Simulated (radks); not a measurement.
Effect of the nuclear size on the rhodium ion Rh+, [Kr] 4d8. Method: Dirac Kohn-Sham, LDA (Slater exchange, Perdew-Wang correlation), spin-unpolarised, spherical densities, finite nucleus; open shells fill j = l - 1/2 first; Fermi nuclear charge, rms radius 4.4945 fm; computed with a radial shooting solver on a logarithmic mesh with Libxc functionals. The rms radius is varied about that value; shifts are against it.

\begin{tabular}{lrrrrrr}
rms radius (fm) & total energy shift (eV) & density at nucleus (e/bohr^3) & 1s1/2 shift (meV) & 2s1/2 shift (meV) & 4s1/2 shift (meV) & 5s1/2 (empty) shift (meV) \\ \hline
3.654 & -0.746 & 1.236e+05 & -315 & -34.6 & -1.18 & -0.120 \\
4.2698 & -0.213 & 1.212e+05 & -89.7 & -9.86 & -0.336 & -0.034 \\
4.4945 & 0 & 1.205e+05 & 0.000 & 0.000 & 0.000 & 0.000 \\
4.6473 & 0.150 & 1.2e+05 & 63.3 & 6.96 & 0.237 & 0.024 \\
5.2945 & 0.834 & 1.18e+05 & 352 & 38.7 & 1.32 & 0.134 \\
\end{tabular}

Slopes of the eigenvalues against <r^2> in GHz/fm^2, as finite differences over the two radii next to the reference (eigenvalue slopes, not the field-shift constants of lines): 1s1/2 11000, 2s1/2 1210, 4s1/2 41.2, 5s1/2 (empty) 4.20.
